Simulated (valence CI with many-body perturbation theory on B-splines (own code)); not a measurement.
# Os LXII: key properties

Level of theory: configuration interaction combined with many-body perturbation theory (CI+MBPT): five valence electrons over a frozen Dirac-Fock core [Ne], a basis of 9 s, 9 p, 8 d, 6 f, 3 g, 1 h functions for each j, with the one-electron correlation potential Σ1, the two-electron term Σ2, the three-electron term Σ3, Breit, model QED; selected CI, second order for the rest (own B-spline code, finite nucleus).

The last digits are not significant, and no measured levels were compared; by estimate large intervals hold to a few tenths of a per cent, small ones and those within an open d or f shell to about a per cent. Among the levels kept, up to 600 cm⁻¹ of a level comes from second order outside the variational space, and about a tenth of that is noise between levels of different J, which matters for small intervals.

Levels are named by their leading jj configuration (3d3/2^4 stands for four electrons in 3d with j = 3/2), which in mixed levels can hold well under half, so a name can repeat and another be missing.

Rates and lifetimes use the calculated energies. Strong lines usually hold to 10 to 20 %, long lifetimes can be off by a factor of two.

Problem. What is the ground level?

Solution. (3s^2 3p1/2^2 3p3/2) J=3/2, composition 48 % 3s²3p³ ²P° + 27 % 3s²3p³ ²D° + 24 % 3s²3p³ ⁴S°, g = 1.338.

Problem. What are the static dipole polarisabilities of the lowest levels?

Solution. (3s^2 3p1/2^2 3p3/2) J=3/2 0.00240 (tensor 0.00018) bohr³, of which the core gives 3.93e-05.

Problem. How well does LS coupling describe the low levels?

Solution. Among the lowest 20 levels the leading LS term, summed over configurations, holds 54 % on average. For single configurations the figures are 52 % in LS and 94 % in jj coupling. Terms mix most in the J = 3/2 level at 628.2 eV, where the leading one holds 32 %.

Problem. Among levels below 1014.3 eV, which E1 lines absorb most strongly from the ground level?

Solution. to (3s^2 3p1/2 3p3/2 3d3/2) J=3/2 at 1.824 nm, f = 0.371; to (3s^2 3p1/2 3p3/2 3d3/2) J=5/2 at 1.856 nm, f = 0.298; to (3s^2 3p1/2 3p3/2 3d3/2) J=1/2 at 1.826 nm, f = 0.129.

Problem. What is the ionisation energy?

Solution. 6505.6 eV; NIST lists 6503 ± 12 eV (theoretical).

Problem. Name the longest-lived excited levels whose lifetime is computed, and their main decay.

Solution. (3s^2 3p1/2 3p3/2 3d5/2) J=9/2 at 730.0 eV lives 95.0 ns, mostly by E2 to (3s^2 3p1/2^2 3d5/2) J=5/2; (3s^2 3p1/2 3p3/2^2) J=5/2 at 401.6 eV lives 4.47 ns, mostly by E1 to (3s^2 3p1/2^2 3d3/2) J=3/2; (3s^2 3p1/2 3p3/2^2) J=1/2 at 417.5 eV lives 2.99 ns, mostly by M1 to (3s^2 3p1/2^2 3p3/2) J=3/2.

Problem. Where does the other parity begin?

Solution. At (3s^2 3p1/2^2 3d3/2) J=3/2, 237.7 eV.
